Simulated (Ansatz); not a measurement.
Total energies of `CB(Cl)[SeH]`.

```
atom   x (Å)   y (Å)   z (Å)
  C1  -0.436  -0.522   0.639
  B2   0.059   0.002  -0.740
 Cl3  -0.444  -0.823  -2.214
 Se4   1.211   1.527  -1.013
  H5  -1.530  -0.508   0.664
  H6  -0.146  -1.572   0.759
  H7  -0.061   0.042   1.493
  H8   1.349   1.855   0.412
```

Charge 0, multiplicity 1. Correlated methods include outer-core shells of Se, which these sets cover unevenly. Scalar relativity is left out up to krypton. Geometry: relaxed with PBE0-D4/def2-TZVP. It is one conformer, not always the lowest. Basis def2-TZVPP, Ansatz 0.2.0.

RPA on PBE orbitals: Hartree–Fock energy of these orbitals -2924.28808 Eh, correlation -1.20495 Eh (frozen core).

```json
{"functional": "LDA (SPW92)", "energy without D4 (Eh)": "-2921.65362", "D4 term (kJ/mol)": "–"}
{"functional": "PBE", "energy without D4 (Eh)": "-2926.58126", "D4 term (kJ/mol)": "-18.5"}
{"functional": "revPBE", "energy without D4 (Eh)": "-2926.92734", "D4 term (kJ/mol)": "-53.4"}
{"functional": "r2SCAN", "energy without D4 (Eh)": "-2927.14845", "D4 term (kJ/mol)": "-4.3"}
{"functional": "B97M-V", "energy without D4 (Eh)": "-2926.68981", "D4 term (kJ/mol)": "–"}
{"functional": "r2SCANh", "energy without D4 (Eh)": "-2927.14222", "D4 term (kJ/mol)": "-4.6"}
{"functional": "BHLYP", "energy without D4 (Eh)": "-2927.17820", "D4 term (kJ/mol)": "-24.5"}
{"functional": "LC-ωPBE", "energy without D4 (Eh)": "-2926.72959", "D4 term (kJ/mol)": "–"}
{"functional": "ωB97X-V", "energy without D4 (Eh)": "-2926.92456", "D4 term (kJ/mol)": "–"}
{"functional": "PBE-QIDH", "energy without D4 (Eh)": "-2926.30197", "D4 term (kJ/mol)": "–"}
```

Q: Give the same for BLYP, PBE0, B3LYP, r2SCAN0, HSE06 (plane-wave form), CAM-B3LYP, ωB97M-V, B2PLYP. (Estimate.)

A: Ansatz gave: 
```tsv
functional	energy without D4 (Eh)	D4 term (kJ/mol)
BLYP	-2927.22160	-40.8
PBE0	-2926.71055	-15.7
B3LYP	-2927.28787	-30.4
r2SCAN0	-2927.13393	-5.2
HSE06 (plane-wave form)	-2926.70144	-14.7
CAM-B3LYP	-2927.32418	-16.1
ωB97M-V	-2927.03438	–
B2PLYP	-2926.65645	–
```

B3LYP takes the VWN-RPA correlation (the form of Gaussian; ORCA's B3LYP/G). HSE06 is the plane-wave form, built on full-range PBE exchange. The double hybrids freeze the cores in their second-order part.

LC-ωPBE has ω = 0.4 bohr⁻¹.
